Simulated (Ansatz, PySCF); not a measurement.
C4H12SiZn (SMILES [CH3][Zn][Si](C)(C)C), singlet, geometry from GFN2-xTB (such geometries of metal compounds can be far from the true shape). Base run: CASSCF(2,4)/STO-3G (PySCF).

The PySCF input:
```python
from pyscf import gto, scf, mcscf
import numpy

mol = gto.Mole()
mol.atom = '''
    Zn   -0.47173577    1.11502142    0.42117430
    C    -1.23009923    2.93297850    1.08380534
    H    -1.79220884    2.83507391    2.01037003
    H    -1.90431608    3.38629559    0.35976794
    H    -0.44520751    3.66233621    1.27414525
    Si    0.42837475   -1.01936414   -0.37890845
    C    -0.87601765   -2.10740337   -1.28007030
    C     1.13341701   -2.12883383    1.02435409
    C     1.87018777   -0.80979597   -1.63378467
    H    -0.43576323   -3.03980475   -1.62317637
    H    -1.70646773   -2.35935559   -0.62644590
    H    -1.28729535   -1.60116385   -2.14893071
    H     0.37218743   -2.37665397    1.75882748
    H     1.94692610   -1.63798190    1.55121692
    H     1.51912852   -3.06322432    0.62556229
    H     2.70772525   -0.27539598   -1.19409293
    H     1.55647006   -0.25589939   -2.51419311
    H     2.23872079   -1.77544236   -1.96938804
'''
mol.basis = 'sto-3g'
mol.verbose = 4
mol.build()

mf = scf.RHF(mol)
mf.kernel()
mc = mcscf.CASSCF(mf, 4, 2)
mc.fix_spin_(ss=0.0)
mc.kernel()
occ = numpy.linalg.eigvalsh(mc.fcisolver.make_rdm1(mc.ci, mc.ncas, mc.nelecas))[::-1]
ss = mc.fcisolver.spin_square(mc.ci, mc.ncas, mc.nelecas)[0]
print('natural occupations', occ.round(4), ' <S^2>', round(ss, 4))
```

Programs used: Ansatz (an electronic-structure program), PySCF; a row that names a program was run with it.

Variants of this job, named by their change:

| change | ΔE vs base (kcal/mol) | natural occupations | <S^2> of the state | outcome |
|---|---|---|---|---|
| base | 0.000 | 1.00 1.00 0.00 0.00 | 0.00 | converged |
| code = ansatz | 0.031 | - | - | converged |
| active space = 8 electrons, 6 orbitals | - | - | - | not converged |
| conv_tol = 1e-5 | 0.045 | 1.00 1.00 0.00 0.00 | 0.00 | converged |
| correction = SC-NEVPT2 | -190.9 | 1.00 1.00 0.00 0.00 | 0.00 | converged |
| active space = 8 electrons, 7 orbitals | - | - | - | not converged |
| fix_spin_ = off | -8.96 | 1.00 1.00 0.00 0.00 | 2.00 | converged |
| active space = 4 electrons, 4 orbitals | -71.9 | 1.02 1.02 0.98 0.98 | 0.00 | converged |
| state_average = 2 states | 0.322 | - | - | converged |
| active space = 6 electrons, 8 orbitals | -81.1 | 1.98 1.02 1.02 0.98 0.98 0.02 0.00 0.00 | 0.00 | converged |
| orbitals = fixed (CASCI) | 44.80 | 1.66 0.32 0.01 0.01 | 0.00 | converged |

Active orbitals are taken around the Fermi level unless the row says otherwise; CASSCF can end in different local minima, and two programs can end on different orbitals. State-averaged rows give the lowest state.
